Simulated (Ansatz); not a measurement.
Program: Ansatz. Geometries: PBE0-D4/def2-TZVP. ΔE: electronic, gas phase. CBS: MP2 limit from def2 TZ/QZ plus the TZ coupled-cluster correction, frozen cores. This one scheme is used for every species. Functionals use def2-TZVPP. B3LYP here is the variant with VWN-RPA as its local correlation; programs differ in this. Each species was taken in one conformer, which may not be the lowest.

`F[SiH2][Si](F)(Cl)Cl` + H₂ → `F[Si]([SiH3])(Cl)Cl` + H–F  (hydrogenolysis of the Si–F bond)

`F[SiH2][Si](F)(Cl)Cl`:

Z-matrix (Å, degrees):
```
Si
Si 1 2.345
F 1 1.600 2 108.0
H 1 1.483 2 110.2 3 118.7
H 1 1.483 2 110.2 3 -118.7
Cl 2 2.034 1 111.6 3 -61.2
F 2 1.589 1 109.1 3 -180.0
Cl 2 2.034 1 111.6 3 61.3
```

H₂:

Cartesian coordinates in Å:
```
H -0.329 0.169 0.050
H 0.329 -0.169 -0.050
```

`F[Si]([SiH3])(Cl)Cl`:

Z-matrix (Å, degrees):
```
Si
Si 1 2.331
Cl 1 2.038 2 111.2
F 1 1.589 2 111.2 3 -119.3
Cl 1 2.038 2 111.2 3 121.5
H 2 1.484 1 109.0 3 179.7
H 2 1.484 1 109.0 3 59.2
H 2 1.484 1 107.8 3 -60.6
```

H–F:

Cartesian coordinates in Å:
```
F 0.248 -0.346 0.174
H -0.248 0.346 -0.174
```

```csv
level,ΔE (kJ/mol),difference from CCSD(T)/CBS
LDA (SPW92),83.8,-8.1
revPBE-D4,88.9,-3.0
PBE0-D4,85.3,-6.6
BHLYP-D4,98.3,6.4
ωB97X-V,94.7,2.8
B2PLYP,96.6,4.7
B3LYP,95.5,3.6
r2SCANh,96.4,4.5
LC-ωPBE,88.6,-3.3
HF/def2-SVP,76.9,-15.0
MP2/def2-SVP,82.0,-9.9
MP2/def2-TZVPP,94.7,2.8
CCSD(T)/def2-TZVPP,89.8,-2.1
HF/def2-QZVPP,98.4,6.5
SCS-MP2/def2-QZVPP,98.1,6.2
HF/CBS(def2),98.7,6.8
CCSD(T)/CBS,91.9,0
```

Largest T1 diagnostic among the species: 0.011.

At CCSD(T), def2-SVP lies −16.1 kJ/mol from the extrapolated value and def2-TZVPP −2.1 kJ/mol. Leaving LDA and LC-ωPBE aside and taking each functional with its dispersion term where it has one, the values, not all of them listed here, spread over 15.2 kJ/mol, from HSE06-D4 to BLYP-D4.

CCSD(T)/CBS has its own doubt, a few kJ/mol and more with outer-core shells, so smaller differences from it don't rank the levels.
